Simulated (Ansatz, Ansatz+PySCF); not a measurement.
```csv
atom,x (Å),y (Å),z (Å)
C,0.0000,0.0000,-0.5802
O,0.0000,0.0000,0.4351
```

Basis set: STO-3G (spherical functions). Frozen core: 2 orbitals. Charge 0, multiplicity 1.

Computed with Ansatz (development build ahead of 0.2.0); each method stands on the lowest determinant of its kind that the runs found. Restricted open shells among the atoms or ions are ROHF, correlated in semicanonical orbitals with singles.

Q: Give the atomization energy at this shape (free ground-state atoms in the same class of orbitals less the molecule, no zero-point energy) of singlet CO by PBE0 (unrestricted), RHF-CCSD(T), RHF-MP2, RHF.

A:

```csv
method,atomization energy
PBE0 (unrestricted),8.09 eV
RHF-CCSD(T),6.91 eV
RHF-MP2,6.91 eV
RHF,4.34 eV
```

Caution: the shape is not the minimum.

This basis has no polarisation functions and is too small for such energies, which can lie far from measured ones in either direction.
